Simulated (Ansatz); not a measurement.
`C=[C]([GaH2])[InH2]` + `[AsH3]` → `[GaH2][AsH2]` + `C=[CH][InH2]` at 400 K and 1 bar (ligand exchange at a Ga–C bond).

Computed with Ansatz on PBE0-D4/def2-TZVP structures; ΔE is electronic, products minus reactants. CCSD(T)/CBS is the MP2 limit (def2-TZVPP, def2-QZVPP) plus CCSD(T) − MP2 in def2-TZVPP, frozen cores. Elements past krypton have def2 core potentials. For As, Ga, In outer-core shells are correlated without core-valence functions, which leaves a few kJ/mol of doubt a bond. Scalar relativity is left out up to krypton.

```csv
species,CCSD(T)/CBS energy (Eh),H − E (kJ/mol),S (J/(mol·K))
`C=[C]([GaH2])[InH2]`,-2193.38903,183.8,418.1
`[AsH3]`,-2236.79077,72.0,234.9
`[GaH2][AsH2]`,-4161.33979,98.7,326.6
`C=[CH][InH2]`,-268.86241,164.7,336.3
```

H − E and S are ideal-gas, rigid-rotor, harmonic terms from PBE0-D4/def2-TZVP. 1 Eh = 2625.50 kJ/mol, R = 8.31446 J/(mol·K).

**Question.** By hand: ΔE, ΔH, ΔS and ΔG.

**Answer.** ΔE = (-4161.33979) + (-268.86241) − (-2193.38903) − (-2236.79077) = -0.02240 Eh = -58.8 kJ/mol. Δ(H − E) = 98.7 + 164.7 − 183.8 − 72.0 = 7.6, so ΔH = -51.2 kJ/mol. ΔS = 326.6 + 336.3 − 418.1 − 234.9 = 9.9 J/(mol·K). ΔG = -51.2 − 400 × (9.9)/1000 = -55.2 kJ/mol.

**Question.** By hand: the equilibrium constant, and the temperature at which ΔG would vanish if ΔH and ΔS stayed fixed.

**Answer.** log₁₀ K = −ΔG/(RT ln 10) = 7.2. ΔH and −TΔS have one sign here, so there is no such temperature.

The number of gas molecules stays the same, so ΔS is small and ΔH decides. A doubt of 5 kJ/mol in ΔE shifts log₁₀ K by 0.7 here. These are equilibria of isolated gas molecules and say nothing of rates. Largest T1 diagnostic: 0.014 (customary marks: 0.02 for closed shells, 0.045 for open ones).
